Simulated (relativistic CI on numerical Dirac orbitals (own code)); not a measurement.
**Radial parameters of Xe15+**

Computed by Dirac-Coulomb-Breit CI, KLI orbitals optimised for each configuration, model QED, unscaled Slater integrals (own radial code, finite nucleus).

Slater integrals F^k, G^k are unscaled and averaged over j, outside the closed core [Ar] 3d10; ζ comes from projecting the Hamiltonian with its Breit term on Σ l·s of the shell.

- 4s2.4p6.4d3: F^2(4d,4d) = 135160, F^4(4d,4d) = 91493, ζ(4d) = 8415.9 cm⁻¹; <r>(4d) = 0.752, <r^2>(4d) = 0.646 (bohr units).
- 4s2.4p5.4d4: ζ(4p) = 77109, F^2(4d,4d) = 135220, F^4(4d,4d) = 91530, F^2(4p,4d) = 139790, G^1(4p,4d) = 176890, G^3(4p,4d) = 111880, ζ(4d) = 8394.9 cm⁻¹; <r>(4p) = 0.7087, <r^2>(4p) = 0.5674, <r>(4d) = 0.7515, <r^2>(4d) = 0.6453 (bohr units).
- 4s2.4p6.4d2.4f: F^2(4d,4d) = 135180, F^4(4d,4d) = 91495, ζ(4d) = 8448.4, F^2(4d,4f) = 129840, F^4(4d,4f) = 85226, G^1(4d,4f) = 149960, G^3(4d,4f) = 98089, G^5(4d,4f) = 70573, ζ(4f) = 630.21 cm⁻¹; <r>(4d) = 0.7518, <r^2>(4d) = 0.6458, <r>(4f) = 0.7964, <r^2>(4f) = 0.7298 (bohr units).

**Question.** Give the Racah parameters of the d shell in 4s2.4p6.4d3.

**Answer.** B = F²/49 − 5F⁴/441 = 1721 cm⁻¹ and C = 35F⁴/441 = 7261 cm⁻¹.

Averages of the first 10 configurations, taken without configuration mixing, which lowers the lowest level and can move excited configurations by several eV; other configurations of the list can lie among them:

```tsv
Configuration	Parity	States	Average energy above the lowest level (eV)
4s2.4p6.4d3	even	120	7.9
4s2.4p5.4d4	odd	1260	101.2
4s2.4p6.4d2.4f	odd	630	108.8
4s.4p6.4d4	even	420	168.4
4s2.4p6.4d2.5s	even	90	119.8
4s2.4p6.4d2.5p	odd	270	143.5
4s.4p6.4d3.4f	odd	3360	268.2
4s2.4p6.4d.4f.5s	odd	280	221.7
4s2.4p6.4d2.5d	even	450	179.5
4s2.4p6.4d.5s.5p	odd	120	259.2
```
